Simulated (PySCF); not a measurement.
A structure optimised at PBE0-D3(BJ)/def2-SVP, used in a PySCF frequency run:

```
C
C 1 1.3098
H 2 1.0954 1 121.98
H 2 1.1004 3 117.23 1 -180.00
C 1 1.4793 2 136.24 3 -180.00
F 5 1.3326 1 111.33 2 -119.89
F 5 1.3326 6 107.73 1 122.33
F 5 1.3405 6 107.61 7 115.76
```
Charge 0, spin multiplicity 2.

Problem. Write its SMILES, formula and point group.

Solution. C=[C]C(F)(F)F, C₃H₂F₃, Cs

Problem. What are its rotational constants (standard atomic weights)?

Solution. 5.6693, 2.8705, 2.8523 GHz
